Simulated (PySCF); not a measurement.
C$_{7}$H$_{7}$ (SMILES [CH]1C2C=CC1C=C2), doublet, at a GFN2-xTB geometry, with bond 10-3 at 1.3 times its length; DF-BLYP/6-31G* in PySCF.

Input for PySCF:
```python
from pyscf import gto, scf, dft

mol = gto.Mole()
mol.atom = '''
    C    -0.897780    0.154884    0.974994
    C     0.467164   -0.486859    0.946385
    C     0.186223   -1.420993   -0.232354
    C    -0.611518   -0.766171   -1.070942
    C    -0.872718    0.612977   -0.462103
    C     0.471604    1.324555   -0.464610
    C     1.266223    0.672295    0.370697
    H    -1.758350   -0.286499    1.448986
    H     0.856577   -0.953338    1.845225
    H     0.716790   -2.707111   -0.348902
    H    -1.013783   -1.090285   -2.012481
    H    -1.719216    1.160990   -0.862456
    H     0.689494    2.176902   -1.079081
    H     2.295746    0.858416    0.609417
'''
mol.basis = '6-31g*'
mol.charge = 0
mol.spin = 1
mol.verbose = 4
mol.build()

mf = dft.UKS(mol)
mf.xc = 'blyp'
mf.diis = False
mf.damp = 0.3
mf.diis_start_cycle = 200
mf.max_cycle = 150
mf = mf.density_fit(auxbasis='def2-universal-jkfit')
mf.kernel()
```

What the program printed (banner, timings and long lists left out):

```
PySCF version 2.14.0

[INPUT] verbose = 4
[INPUT] num. atoms = 14
[INPUT] num. electrons = 49
[INPUT] charge = 0
[INPUT] spin (= nelec alpha-beta = 2S) = 1
[INPUT] symmetry False subgroup None
[INPUT] Mole.unit = angstrom
[INPUT] Symbol           X                Y                Z      unit          X                Y                Z       unit  Magmom
[...]
nuclear repulsion = 278.523809456874
number of shells = 56
number of NR pGTOs = 217
number of NR cGTOs = 112
basis = 6-31g*
ecp = {}

******** <class 'pyscf.df.df_jk.DFUKS'> ********
method = DFUKS
initial guess = minao
damping factor = 0.3
level_shift factor = 0
DIIS disabled
SCF conv_tol = 1e-09
SCF conv_tol_grad = None
SCF max_cycles = 150
direct_scf = False
number electrons alpha = 25  beta = 24
XC library pyscf.dft.libxc version 7.1.2
    S. Lehtola, C. Steigemann, M. J. T. Oliveira, and M. A. L. Marques,  SoftwareX 7, 1–5 (2018)
XC functionals = blyp
    A. D. Becke,  Phys. Rev. A 38, 3098 (1988)
    C. Lee, W. Yang, and R. G. Parr,  Phys. Rev. B 37, 785 (1988)
    B. Miehlich, A. Savin, H. Stoll, and H. Preuss,  Chem. Phys. Lett. 157, 200 (1989)
radial grids:
    Treutler-Ahlrichs [JCP 102, 346 (1995); DOI:10.1063/1.469408] (M4) radial grids

becke partition: Becke, JCP 88, 2547 (1988); DOI:10.1063/1.454033
pruning grids: <function nwchem_prune>
grids dens level: 3
symmetrized grids: False
atomic radii adjust function: <function treutler_atomic_radii_adjust>
small_rho_cutoff = 0
Set gradient conv threshold to 3.16228e-05
tot grids = 167488
init E= -271.474436169577

cycle= 1 E= -270.521819439262  delta_E= 0.953  |g|= 0.398  |ddm|= 2.71
cycle= 2 E= -270.555591150436  delta_E= -0.0338  |g|= 0.335  |ddm|= 0.953
cycle= 3 E= -270.564066347951  delta_E= -0.00848  |g|= 0.312  |ddm|= 0.873
cycle= 4 E= -270.548797467548  delta_E= 0.0153  |g|= 0.352  |ddm|= 0.829
cycle= 5 E= -270.475319515396  delta_E= 0.0735  |g|= 0.508  |ddm|= 0.949
cycle= 6 E= -270.227917944214  delta_E= 0.247  |g|= 0.823  |ddm|= 1.37
cycle= 7 E= -269.680280481778  delta_E= 0.548  |g|= 1.26  |ddm|= 2.12
cycle= 8 E= -268.588622094827  delta_E= 1.09  |g|= 1.88  |ddm|= 3.27
cycle= 9 E= -266.25862939605  delta_E= 2.33  |g|=  2.8  |ddm|= 5.72
cycle= 10 E= -250.332313749068  delta_E= 15.9  |g|= 5.11  |ddm|= 12.7
cycle= 11 E= -221.283216561578  delta_E=   29  |g|= 7.32  |ddm|=   21
cycle= 12 E= -204.115135202871  delta_E= 17.2  |g|= 7.38  |ddm|= 27.1
cycle= 13 E= -219.819697120345  delta_E= -15.7  |g|= 6.93  |ddm|= 25.1
cycle= 14 E= -208.923581335483  delta_E= 10.9  |g|=  7.2  |ddm|= 25.9
cycle= 15 E= -218.740133295812  delta_E= -9.82  |g|= 7.05  |ddm|= 26.7
cycle= 16 E= -208.870478351823  delta_E= 9.87  |g|= 7.23  |ddm|= 25.5
cycle= 17 E= -219.353775600447  delta_E= -10.5  |g|= 6.99  |ddm|= 25.3
cycle= 18 E= -208.872095980298  delta_E= 10.5  |g|= 7.22  |ddm|= 25.6
cycle= 19 E= -219.097281029554  delta_E= -10.2  |g|= 7.02  |ddm|= 25.6
cycle= 20 E= -208.866585627624  delta_E= 10.2  |g|= 7.22  |ddm|= 25.5
cycle= 21 E= -219.228913691449  delta_E= -10.4  |g|= 7.01  |ddm|= 25.5
cycle= 22 E= -208.870729626212  delta_E= 10.4  |g|= 7.22  |ddm|= 25.6
cycle= 23 E= -219.152036280123  delta_E= -10.3  |g|= 7.01  |ddm|= 25.6
cycle= 24 E= -208.868500327848  delta_E= 10.3  |g|= 7.22  |ddm|= 25.6
cycle= 25 E= -219.19850111504  delta_E= -10.3  |g|= 7.01  |ddm|= 25.5
cycle= 26 E= -208.870312362872  delta_E= 10.3  |g|= 7.22  |ddm|= 25.6
cycle= 27 E= -219.169522910515  delta_E= -10.3  |g|= 7.01  |ddm|= 25.6
cycle= 28 E= -208.869045114338  delta_E= 10.3  |g|= 7.22  |ddm|= 25.6
cycle= 29 E= -219.187745882349  delta_E= -10.3  |g|= 7.01  |ddm|= 25.6
cycle= 30 E= -208.869877880777  delta_E= 10.3  |g|= 7.22  |ddm|= 25.6
cycle= 31 E= -219.176188623235  delta_E= -10.3  |g|= 7.01  |ddm|= 25.6
cycle= 32 E= -208.869340406481  delta_E= 10.3  |g|= 7.22  |ddm|= 25.6
cycle= 33 E= -219.183520442381  delta_E= -10.3  |g|= 7.01  |ddm|= 25.6
cycle= 34 E= -208.869682575604  delta_E= 10.3  |g|= 7.22  |ddm|= 25.6
cycle= 35 E= -219.178860174685  delta_E= -10.3  |g|= 7.01  |ddm|= 25.6
cycle= 36 E= -208.86946395605  delta_E= 10.3  |g|= 7.22  |ddm|= 25.6
cycle= 37 E= -219.181821336192  delta_E= -10.3  |g|= 7.01  |ddm|= 25.6
cycle= 38 E= -208.869602771383  delta_E= 10.3  |g|= 7.22  |ddm|= 25.6
cycle= 39 E= -219.179938739634  delta_E= -10.3  |g|= 7.01  |ddm|= 25.6
cycle= 40 E= -208.869514364618  delta_E= 10.3  |g|= 7.22  |ddm|= 25.6
cycle= 41 E= -219.181135378723  delta_E= -10.3  |g|= 7.01  |ddm|= 25.6
cycle= 42 E= -208.869570518239  delta_E= 10.3  |g|= 7.22  |ddm|= 25.6
cycle= 43 E= -219.180374615922  delta_E= -10.3  |g|= 7.01  |ddm|= 25.6
cycle= 44 E= -208.869534794558  delta_E= 10.3  |g|= 7.22  |ddm|= 25.6
cycle= 45 E= -219.180858225704  delta_E= -10.3  |g|= 7.01  |ddm|= 25.6
cycle= 46 E= -208.869557495324  delta_E= 10.3  |g|= 7.22  |ddm|= 25.6
cycle= 47 E= -219.180550778825  delta_E= -10.3  |g|= 7.01  |ddm|= 25.6
cycle= 48 E= -208.869543059737  delta_E= 10.3  |g|= 7.22  |ddm|= 25.6
cycle= 49 E= -219.180746225521  delta_E= -10.3  |g|= 7.01  |ddm|= 25.6
cycle= 50 E= -208.869552235036  delta_E= 10.3  |g|= 7.22  |ddm|= 25.6
cycle= 51 E= -219.180621975123  delta_E= -10.3  |g|= 7.01  |ddm|= 25.6
cycle= 52 E= -208.869546401408  delta_E= 10.3  |g|= 7.22  |ddm|= 25.6
cycle= 53 E= -219.180700963001  delta_E= -10.3  |g|= 7.01  |ddm|= 25.6
cycle= 54 E= -208.869550109675  delta_E= 10.3  |g|= 7.22  |ddm|= 25.6
cycle= 55 E= -219.180650748685  delta_E= -10.3  |g|= 7.01  |ddm|= 25.6
cycle= 56 E= -208.86954775214  delta_E= 10.3  |g|= 7.22  |ddm|= 25.6
cycle= 57 E= -219.180682670827  delta_E= -10.3  |g|= 7.01  |ddm|= 25.6
cycle= 58 E= -208.869549250829  delta_E= 10.3  |g|= 7.22  |ddm|= 25.6
cycle= 59 E= -219.180662377261  delta_E= -10.3  |g|= 7.01  |ddm|= 25.6
cycle= 60 E= -208.869548298063  delta_E= 10.3  |g|= 7.22  |ddm|= 25.6
cycle= 61 E= -219.180675278266  delta_E= -10.3  |g|= 7.01  |ddm|= 25.6
cycle= 62 E= -208.869548903744  delta_E= 10.3  |g|= 7.22  |ddm|= 25.6
[...]
cycle= 68 E= -208.869548607866  delta_E= 10.3  |g|= 7.22  |ddm|= 25.6
cycle= 69 E= -219.180671083227  delta_E= -10.3  |g|= 7.01  |ddm|= 25.6
cycle= 70 E= -208.869548706789  delta_E= 10.3  |g|= 7.22  |ddm|= 25.6
cycle= 71 E= -219.180669743703  delta_E= -10.3  |g|= 7.01  |ddm|= 25.6
cycle= 72 E= -208.8695486439  delta_E= 10.3  |g|= 7.22  |ddm|= 25.6
cycle= 73 E= -219.180670595271  delta_E= -10.3  |g|= 7.01  |ddm|= 25.6
cycle= 74 E= -208.869548683883  delta_E= 10.3  |g|= 7.22  |ddm|= 25.6
cycle= 75 E= -219.180670053897  delta_E= -10.3  |g|= 7.01  |ddm|= 25.6
cycle= 76 E= -208.869548658466  delta_E= 10.3  |g|= 7.22  |ddm|= 25.6
cycle= 77 E= -219.18067039807  delta_E= -10.3  |g|= 7.01  |ddm|= 25.6
cycle= 78 E= -208.869548674623  delta_E= 10.3  |g|= 7.22  |ddm|= 25.6
cycle= 79 E= -219.180670179268  delta_E= -10.3  |g|= 7.01  |ddm|= 25.6
cycle= 80 E= -208.869548664347  delta_E= 10.3  |g|= 7.22  |ddm|= 25.6
cycle= 81 E= -219.180670318355  delta_E= -10.3  |g|= 7.01  |ddm|= 25.6
cycle= 82 E= -208.869548670881  delta_E= 10.3  |g|= 7.22  |ddm|= 25.6
cycle= 83 E= -219.180670229938  delta_E= -10.3  |g|= 7.01  |ddm|= 25.6
cycle= 84 E= -208.86954866673  delta_E= 10.3  |g|= 7.22  |ddm|= 25.6
cycle= 85 E= -219.180670286149  delta_E= -10.3  |g|= 7.01  |ddm|= 25.6
cycle= 86 E= -208.869548669372  delta_E= 10.3  |g|= 7.22  |ddm|= 25.6
cycle= 87 E= -219.180670250427  delta_E= -10.3  |g|= 7.01  |ddm|= 25.6
cycle= 88 E= -208.86954866769  delta_E= 10.3  |g|= 7.22  |ddm|= 25.6
cycle= 89 E= -219.180670273138  delta_E= -10.3  |g|= 7.01  |ddm|= 25.6
cycle= 90 E= -208.869548668756  delta_E= 10.3  |g|= 7.22  |ddm|= 25.6
cycle= 91 E= -219.180670258694  delta_E= -10.3  |g|= 7.01  |ddm|= 25.6
cycle= 92 E= -208.869548668082  delta_E= 10.3  |g|= 7.22  |ddm|= 25.6
cycle= 93 E= -219.180670267872  delta_E= -10.3  |g|= 7.01  |ddm|= 25.6
cycle= 94 E= -208.869548668511  delta_E= 10.3  |g|= 7.22  |ddm|= 25.6
cycle= 95 E= -219.180670262031  delta_E= -10.3  |g|= 7.01  |ddm|= 25.6
cycle= 96 E= -208.869548668239  delta_E= 10.3  |g|= 7.22  |ddm|= 25.6
cycle= 97 E= -219.180670265742  delta_E= -10.3  |g|= 7.01  |ddm|= 25.6
cycle= 98 E= -208.869548668414  delta_E= 10.3  |g|= 7.22  |ddm|= 25.6
cycle= 99 E= -219.18067026339  delta_E= -10.3  |g|= 7.01  |ddm|= 25.6
cycle= 100 E= -208.8695486683  delta_E= 10.3  |g|= 7.22  |ddm|= 25.6
cycle= 101 E= -219.180670264879  delta_E= -10.3  |g|= 7.01  |ddm|= 25.6
cycle= 102 E= -208.86954866837  delta_E= 10.3  |g|= 7.22  |ddm|= 25.6
cycle= 103 E= -219.180670263945  delta_E= -10.3  |g|= 7.01  |ddm|= 25.6
cycle= 104 E= -208.869548668325  delta_E= 10.3  |g|= 7.22  |ddm|= 25.6
cycle= 105 E= -219.180670264529  delta_E= -10.3  |g|= 7.01  |ddm|= 25.6
cycle= 106 E= -208.869548668351  delta_E= 10.3  |g|= 7.22  |ddm|= 25.6
cycle= 107 E= -219.180670264168  delta_E= -10.3  |g|= 7.01  |ddm|= 25.6
cycle= 108 E= -208.869548668337  delta_E= 10.3  |g|= 7.22  |ddm|= 25.6
cycle= 109 E= -219.180670264394  delta_E= -10.3  |g|= 7.01  |ddm|= 25.6
cycle= 110 E= -208.869548668347  delta_E= 10.3  |g|= 7.22  |ddm|= 25.6
cycle= 111 E= -219.180670264242  delta_E= -10.3  |g|= 7.01  |ddm|= 25.6
cycle= 112 E= -208.869548668341  delta_E= 10.3  |g|= 7.22  |ddm|= 25.6
cycle= 113 E= -219.18067026434  delta_E= -10.3  |g|= 7.01  |ddm|= 25.6
cycle= 114 E= -208.869548668346  delta_E= 10.3  |g|= 7.22  |ddm|= 25.6
cycle= 115 E= -219.180670264278  delta_E= -10.3  |g|= 7.01  |ddm|= 25.6
cycle= 116 E= -208.869548668339  delta_E= 10.3  |g|= 7.22  |ddm|= 25.6
cycle= 117 E= -219.180670264322  delta_E= -10.3  |g|= 7.01  |ddm|= 25.6
cycle= 118 E= -208.869548668346  delta_E= 10.3  |g|= 7.22  |ddm|= 25.6
cycle= 119 E= -219.180670264286  delta_E= -10.3  |g|= 7.01  |ddm|= 25.6
cycle= 120 E= -208.869548668341  delta_E= 10.3  |g|= 7.22  |ddm|= 25.6
cycle= 121 E= -219.18067026431  delta_E= -10.3  |g|= 7.01  |ddm|= 25.6
cycle= 122 E= -208.869548668343  delta_E= 10.3  |g|= 7.22  |ddm|= 25.6
cycle= 123 E= -219.180670264301  delta_E= -10.3  |g|= 7.01  |ddm|= 25.6
cycle= 124 E= -208.869548668345  delta_E= 10.3  |g|= 7.22  |ddm|= 25.6
cycle= 125 E= -219.180670264306  delta_E= -10.3  |g|= 7.01  |ddm|= 25.6
cycle= 126 E= -208.869548668345  delta_E= 10.3  |g|= 7.22  |ddm|= 25.6
cycle= 127 E= -219.180670264298  delta_E= -10.3  |g|= 7.01  |ddm|= 25.6
cycle= 128 E= -208.869548668343  delta_E= 10.3  |g|= 7.22  |ddm|= 25.6
cycle= 129 E= -219.180670264315  delta_E= -10.3  |g|= 7.01  |ddm|= 25.6
cycle= 130 E= -208.869548668349  delta_E= 10.3  |g|= 7.22  |ddm|= 25.6
cycle= 131 E= -219.1806702643  delta_E= -10.3  |g|= 7.01  |ddm|= 25.6
cycle= 132 E= -208.869548668343  delta_E= 10.3  |g|= 7.22  |ddm|= 25.6
cycle= 133 E= -219.180670264296  delta_E= -10.3  |g|= 7.01  |ddm|= 25.6
cycle= 134 E= -208.869548668343  delta_E= 10.3  |g|= 7.22  |ddm|= 25.6
cycle= 135 E= -219.180670264298  delta_E= -10.3  |g|= 7.01  |ddm|= 25.6
cycle= 136 E= -208.869548668343  delta_E= 10.3  |g|= 7.22  |ddm|= 25.6
cycle= 137 E= -219.180670264303  delta_E= -10.3  |g|= 7.01  |ddm|= 25.6
cycle= 138 E= -208.869548668343  delta_E= 10.3  |g|= 7.22  |ddm|= 25.6
cycle= 139 E= -219.180670264302  delta_E= -10.3  |g|= 7.01  |ddm|= 25.6
cycle= 140 E= -208.869548668343  delta_E= 10.3  |g|= 7.22  |ddm|= 25.6
cycle= 141 E= -219.180670264308  delta_E= -10.3  |g|= 7.01  |ddm|= 25.6
cycle= 142 E= -208.869548668343  delta_E= 10.3  |g|= 7.22  |ddm|= 25.6
cycle= 143 E= -219.180670264296  delta_E= -10.3  |g|= 7.01  |ddm|= 25.6
cycle= 144 E= -208.869548668345  delta_E= 10.3  |g|= 7.22  |ddm|= 25.6
cycle= 145 E= -219.180670264308  delta_E= -10.3  |g|= 7.01  |ddm|= 25.6
cycle= 146 E= -208.869548668343  delta_E= 10.3  |g|= 7.22  |ddm|= 25.6
cycle= 147 E= -219.180670264293  delta_E= -10.3  |g|= 7.01  |ddm|= 25.6
cycle= 148 E= -208.869548668342  delta_E= 10.3  |g|= 7.22  |ddm|= 25.6
cycle= 149 E= -219.180670264314  delta_E= -10.3  |g|= 7.01  |ddm|= 25.6
cycle= 150 E= -208.869548668344  delta_E= 10.3  |g|= 7.22  |ddm|= 25.6
SCF not converged.
SCF energy = -208.869548668344 after 150 cycles  <S^2> = 0.75023601  2S+1 = 2.000236
```

Convergence was not reached.
